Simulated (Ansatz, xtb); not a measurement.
# C4H5F3S: which of two isomers lies lower

Structure I: `FC(F)(F)[C@@H]1C[C@@H]1S`, a singlet. Structure II: `FC(F)(F)[C@@H]1C[C@H]1S`, a singlet. Both are isolated molecules in the gas phase, relaxed with r2SCAN-D4/def2-SVP; the shapes shown needn't be the lowest conformers.

I (Å):

```xyz
13

C    -0.7999   -0.4114   -0.3311
C     0.3258   -1.3835   -0.1735
C     0.0436   -2.8661   -0.0938
C     0.5724   -2.1425    1.1062
F    -0.9980   -0.1153   -1.6285
F    -1.9732   -0.8916    0.1433
F    -0.5563    0.7427    0.3066
S    -0.2967   -1.9337    2.6689
H     1.2091   -1.0469   -0.7272
H     0.7007   -3.5506   -0.6378
H    -1.0110   -3.1577   -0.0746
H     1.6330   -2.2940    1.3336
H    -1.5435   -1.8680    2.1574
```

II (Å):

```xyz
13

C    -0.2062   -0.4759   -0.6080
C     0.0136   -0.0075    0.7936
C     1.1794   -0.5273    1.5827
C    -0.2139   -0.9738    1.9275
F    -1.5017   -0.3890   -0.9597
F     0.1669   -1.7627   -0.7700
F     0.4936    0.2573   -1.4912
S    -0.9091   -0.3970    3.4764
H    -0.2903    1.0325    0.9481
H     1.8328   -1.2645    1.1080
H     1.6749    0.1800    2.2531
H    -0.4689   -2.0019    1.6472
H    -2.1936   -0.3248    3.0569
```

Question: Estimate E(II) − E(I) at the level CCSD(T)/def2-SVP + ΔMP2/def2-TZVPP.

Answer: Calculated at CCSD(T)/def2-SVP + ΔMP2/def2-TZVPP: E(II) − E(I) = −4.2 kcal/mol, so structure II lies lower.

How the difference moves with the method:

| level | geometry | E(II) − E(I) (kcal/mol) | departure from the last row (kcal/mol) | job, with rough time for the two |
| --- | --- | --- | --- | --- |
| GFN2-xTB | GFN2-xTB | −1.5 | +2.7 | optimisation, 0.14 s |
| HF/STO-3G | GFN2-xTB | −1.7 | +2.5 | single point, 0.44 s |
| r2SCAN-D4/def2-SVP//GFN2-xTB | GFN2-xTB | −3.3 | +0.9 | single point, 3.3 s |
| r2SCAN-D4/def2-SVP | r2SCAN-D4/def2-SVP | −3.4 | +0.9 | optimisation, 30 s |
| HF/def2-SVP | r2SCAN-D4/def2-SVP | −5.1 | −0.8 | part of the CCSD(T) run |
| MP2/def2-SVP | r2SCAN-D4/def2-SVP | −4.3 | 0.0 | part of the CCSD(T) run |
| CCSD(T)/def2-SVP | r2SCAN-D4/def2-SVP | −4.1 | +0.1 | single point |
| CCSD(T)/def2-SVP + ΔMP2/def2-TZVPP | r2SCAN-D4/def2-SVP | −4.2 |  | single point, 59 s |

As drawn, both hold the same kinds of bond in the same numbers.

The levels shown agree on the order. The largest departure from CCSD(T)/def2-SVP + ΔMP2/def2-TZVPP is that of GFN2-xTB, 2.7 kcal/mol. The last row adds to CCSD(T) the change of the MP2 difference between the two basis sets, here −0.1 kcal/mol.

With thermal terms from frequencies at re-optimised GFN2-xTB minima (ideal gas, soft modes damped towards free rotors, one conformer each, 298.15 K, 1 atm): the zero-point term adds −0.3 kcal/mol; ΔH is −4.4 and ΔG −4.8 kcal/mol.

The correlated steps freeze 12 core orbitals. Run with Ansatz 0.2.0, xtb 6.7.1; the last row on 2 threads of Intel(R) Xeon(R) 6975P-C (Granite Rapids) on a shared host.
